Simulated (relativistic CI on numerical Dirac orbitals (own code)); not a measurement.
## Electric-dipole transitions in Pm⁴⁵⁺

Computed by Dirac-Coulomb-Breit CI, separate exchange-only KLI orbitals for each configuration, QED by a radiative potential, unscaled Slater integrals (own radial code, finite nucleus).

Configuration list (outside the closed core [Ne]): 3s2 3p4, 3s 3p5, 3s2 3p3 3d, 3p6, 3s 3p4 3d, 3p5 3d, 3s 3p3 3d2, 3s2 3p2 3d 4p, 3p5 4s, 3s 3p3 3d 4s, 3p5 4p, 3s2 3p3 4s, 3s2 3p2 3d2, 3s2 3p 3d3, 3s 3p2 3d3, 3s2 3p 3d2 4s, 3p4 3d2, 3p3 3d3, 3p3 3d2 4s, 3s2 3p2 3d 4s, 3s 3p2 3d2 4s, 3s2 3p 3d 4s2. Double excitations out of closed p, d and f shells are left out; levels of such configurations are missing from the list, as are those of other unlisted configurations, and high levels can miss mixing partners.

```tsv
λ vac (Å)	Lower	Upper	A (s⁻¹)	gf	Branching (%)
33.964	3s2 3p3 3d 3F°_2 [5]	3s2 3p2 3d2 3D_1 [94]	1.15e+12	5.98e-01	60.2
34.344	3s2 3p3 3d 3D°_3 [11]	3s2 3p2 3d2 1D_2 [127]	9.60e+11	8.48e-01	58.0
34.417	3s2 3p3 3d 3F°_4 [9]	3s2 3p2 3d2 3D_3 [114]	1.36e+12	1.69e+00	97.5
34.424	3s2 3p3 3d 3F°_3 [8]	3s2 3p2 3d2 5D_2 [97]	1.35e+12	1.20e+00	87.3
34.456	3s2 3p3 3d 3F°_3 [8]	3s2 3p2 3d2 3F_3 [96]	1.59e+12	1.98e+00	90.5
34.750	3s2 3p4 3P_2 [1]	3s2 3p3 3d 3P°_1 [29]	9.79e+11	5.32e-01	99.3
34.784	3s2 3p3 3d 3D°_3 [11]	3s2 3p2 3d2 1G_4 [126]	5.52e+11	9.01e-01	58.9
35.086	3s2 3p3 3d 3D°_3 [11]	3s2 3p2 3d2 3D_3 [122]	1.08e+12	1.39e+00	78.0
35.165	3s2 3p3 3d 3F°_4 [9]	3s2 3p2 3d2 3F_4 [107]	1.36e+12	2.27e+00	98.4
35.178	3s2 3p4 3P_2 [1]	3s2 3p3 3d 3P°_2 [25]	1.25e+12	1.16e+00	99.5
35.287	3s2 3p4 1S_0 [2]	3s2 3p3 3d 3D°_1 [31]	1.20e+12	6.73e-01	86.2
35.458	3s2 3p4 3P_2 [1]	3s2 3p3 3d 3D°_3 [24]	8.85e+11	1.17e+00	99.9
36.175	3s2 3p4 1D_2 [4]	3s2 3p3 3d 1F°_3 [63]	8.21e+11	1.13e+00	100.0
36.182	3s2 3p3 3d 3F°_4 [9]	3s2 3p2 3d2 5F_5 [102]	5.31e+11	1.15e+00	95.2
42.427	3s2 3p4 1D_2 [4]	3s 3p5 1P°_1 [45]	7.86e+11	6.36e-01	97.7
48.368	3s2 3p4 3P_1 [3]	3s2 3p3 3d 1D°_2 [39]	2.94e+11	5.16e-01	52.3
49.937	3s2 3p4 1D_2 [4]	3s2 3p3 3d 1D°_2 [39]	2.67e+11	5.00e-01	47.5
50.877	3s2 3p3 3d 3G°_4 [20]	3s2 3p2 3d2 3H_5 [105]	3.09e+11	1.32e+00	98.1
51.173	3s2 3p4 1D_2 [4]	3s2 3p3 3d 1F°_3 [37]	2.81e+11	7.71e-01	93.2
52.065	3s2 3p4 3P_2 [1]	3s2 3p3 3d 3D°_3 [11]	2.09e+11	5.95e-01	100.0
```

Terms are leading LS components. Brackets give the number of a level in order of energy, since labels repeat. The list gives strong lines, with weight on those to low levels, without lines whose two gauges differ by over a factor of 2.5, among the lowest 200 of 2790 levels, so that lines to higher ones, which can be the strongest, are missing. Levels whose partners in the same complex of configurations lie outside the list can be far off, and so can their lines. Rates are taken at the computed energies, electric ones in the length gauge.

At this charge energies of transitions that change n are usually good to better than 1 %, and those within a shell (Δn = 0) to a few per cent.

LS names give the leading component of a level, which can be under half, so a name can repeat, a term be missing and a line seem to break the LS rules.
